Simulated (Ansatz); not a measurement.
```yaml
crystal:
  periodic: [false, false, false]
  atoms:
    - {symbol: B, position_ang: [-1.123961, 0.868375, -1.440220]}
    - {symbol: Ga, position_ang: [0.141798, 0.646229, 0.181489]}
    - {symbol: C, position_ang: [0.722990, -1.085896, 0.935277]}
    - {symbol: Xx, position_ang: [-2.314554, 0.947545, -1.318770]}
    - {symbol: H, position_ang: [-0.718255, 0.934140, -2.567020]}
    - {symbol: H, position_ang: [0.724689, 1.924575, 0.911517]}
    - {symbol: H, position_ang: [0.266486, -1.948339, 0.449762]}
    - {symbol: H, position_ang: [1.810094, -1.169232, 0.844723]}
    - {symbol: H, position_ang: [0.490714, -1.117397, 2.003241]}
basis:
  gaussian: {orbitals: def2-SVPD, fitting: {mean_field: cc-pVTZ-jkfit}}
hamiltonian: {xc: {name: B2GP-PLYP}}
```

```sh
$ ansatz run in.yaml --threads 2 --pin off --events-out ev --progress --plain --max-ram 20480MiB --backend cpu
```

Question: How does Ansatz answer? (Best estimate.)

Answer: Computed: The program refused the input.
```
Error: YAML parse error: error: line 7 column 16: `Xx` is not an element symbol (H … Og, case-exact)
 --> <input>:7:16
5 |     - {symbol: Ga, position_ang: [0.141798, 0.646229, 0.181489]}
6 |     - {symbol: C, position_ang: [0.722990, -1.085896, 0.935277]}
7 |     - {symbol: Xx, position_ang: [-2.314554, 0.947545, -1.318770]}
8 |     - {symbol: H, position_ang: [-0.718255, 0.934140, -2.567020]}
9 |     - {symbol: H, position_ang: [0.724689, 1.924575, 0.911517]}
```
